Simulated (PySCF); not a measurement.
C₆H₆O₃.
Bonds: C1–O2, O2–C3, C3–C4, C4–C5 (double), C5–C6, C6–O7 (double), C6–O8, O8–C9, C3–C9 (double). Hydrogens: H10, H11, H12 on C1; H13 on C4; H14 on C5; H15 on C9.

Method used: PBE0-D3(BJ)/def2-SVP geometry optimisation, gas phase in PySCF 2.14.0.

(1) What internal coordinates does the optimisation give?

Results:

(1) 
```json
{"bond": "C1–O2", "length (Å)": "1.400", "order": "single"}
{"bond": "O2–C3", "length (Å)": "1.347", "order": "single"}
{"bond": "C3–C4", "length (Å)": "1.435", "order": "aromatic"}
{"bond": "C4–C5", "length (Å)": "1.353", "order": "aromatic"}
{"bond": "C5–C6", "length (Å)": "1.455", "order": "aromatic"}
{"bond": "C6=O7", "length (Å)": "1.199", "order": "double"}
{"bond": "C6–O8", "length (Å)": "1.384", "order": "aromatic"}
{"bond": "O8–C9", "length (Å)": "1.343", "order": "aromatic"}
{"bond": "C3–C9", "length (Å)": "1.359", "order": "aromatic"}
{"bond": "C1–H10, C1–H11, C1–H12", "length (Å)": "1.102", "order": "single"}
{"bond": "C4–H13", "length (Å)": "1.093", "order": "single"}
{"bond": "C5–H14", "length (Å)": "1.090", "order": "single"}
{"bond": "C9–H15", "length (Å)": "1.090", "order": "single"}
```

Bonds in one row agree within 0.01 Å and their mean is given. Orders are formal, as drawn. A selection of angles:
```json
{"angle": "C1–O2–C3", "degrees": "117.5"}
{"angle": "O2–C3–C4", "degrees": "116.2"}
{"angle": "O2–C3–C9", "degrees": "126.2"}
{"angle": "C4–C3–C9", "degrees": "117.6"}
{"angle": "C3–C4–C5", "degrees": "120.4"}
{"angle": "C4–C5–C6", "degrees": "121.5"}
{"angle": "C5–C6–O7", "degrees": "126.9"}
{"angle": "C5–C6–O8", "degrees": "114.5"}
{"angle": "O7–C6–O8", "degrees": "118.7"}
{"angle": "C6–O8–C9", "degrees": "124.1"}
{"angle": "C3–C9–O8", "degrees": "122.0"}
```

Dihedral angles: C1–O2–C3–C4 -179° (antiperiplanar).

Of the pairs four or more bonds apart, C1···H15 is among the closest relative to their van der Waals radii: 2.61 Å, 90 % of the sum of Bondi's values. The 9 heavy atoms lie in one plane (0.007 Å rms). The 6-membered ring C3–C4–C5–C6–O8–C9 has internal angles of 114.5° to 124.1° (sum 720°, against 720° for a flat polygon); it is planar, 0.00 Å rms from its mean plane, widest ring torsion 1°. The 4 C–C bonds span 1.353 Å (C4–C5, drawn aromatic) to 1.455 Å (C5–C6, drawn aromatic), a spread of 0.102 Å. The C–O distances run from 1.199 Å (C6=O7, drawn double) to 1.400 Å (C1–O2, drawn single), a spread of 0.201 Å. O2 (oxygen bonded to 2 C) is bent (angle 117.5°).

Point group: Cs (tolerance 0.08 Å). Whether it is a minimum is left open (no frequencies). The numbers are those of one conformer.
